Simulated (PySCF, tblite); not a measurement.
Isomers of C6H12N2SSi. All values are computed: GFN2-xTB (tblite) harmonic vibrations without scaling, gas phase. The method is semi-empirical: single wavenumbers can be off by several per cent or more. Modes of hydrogen on silicon can be 10 to 20 % off. One conformer each.

Electronic energies: PBE0/pcSseg-1 single points on the GFN2-xTB geometries (PySCF, gas phase).

| SMILES | electronic energy, lowest = 0 (kJ/mol) |
| --- | --- |
| Cc1snnc1[Si](C)(C)C | 47.6 |
| CC(C)(C)c1snnc1[SiH3] | 172.0 |
| CN[Si@@]1(C#N)CC[C@@H]1SC | 61.5 |
| Cc1nnc([Si](C)(C)C)s1 | 0.0 |

Q: How do GFN2-xTB zero-point energies change the relative energies?

A: 
| SMILES | ZPE (kJ/mol) | of it from modes above 1550 cm⁻¹ | electronic (kJ/mol) | with ZPE, lowest = 0 (kJ/mol) | lowest mode (cm⁻¹) | rings |
| --- | --- | --- | --- | --- | --- | --- |
| Cc1nnc([Si](C)(C)C)s1 | 446.9 | 227.5 | 0.0 | 0.0 | 12 | 1 |
| Cc1snnc1[Si](C)(C)C | 447.5 | 218.1 | 47.6 | 48.2 | 18 | 1 |
| CN[Si@@]1(C#N)CC[C@@H]1SC | 451.9 | 232.2 | 61.5 | 66.5 | 42 | 1 |
| CC(C)(C)c1snnc1[SiH3] | 439.2 | 204.1 | 172.0 | 164.4 | 43 | 1 |

The zero-point energies span 12.7 kJ/mol, from `CC(C)(C)c1snnc1[SiH3]` to `CN[Si@@]1(C#N)CC[C@@H]1SC`. The order is unchanged.

Q: And how do the electronic energies of GFN2-xTB itself compare?

A: `Cc1nnc([Si](C)(C)C)s1` 50.9; `Cc1snnc1[Si](C)(C)C` 79.7; `CN[Si@@]1(C#N)CC[C@@H]1SC` 164.7; `CC(C)(C)c1snnc1[SiH3]` 0.0 kJ/mol, lowest = 0. Against the energies above, taken from the same isomer `Cc1nnc([Si](C)(C)C)s1`, the largest difference is 222.9 kJ/mol.
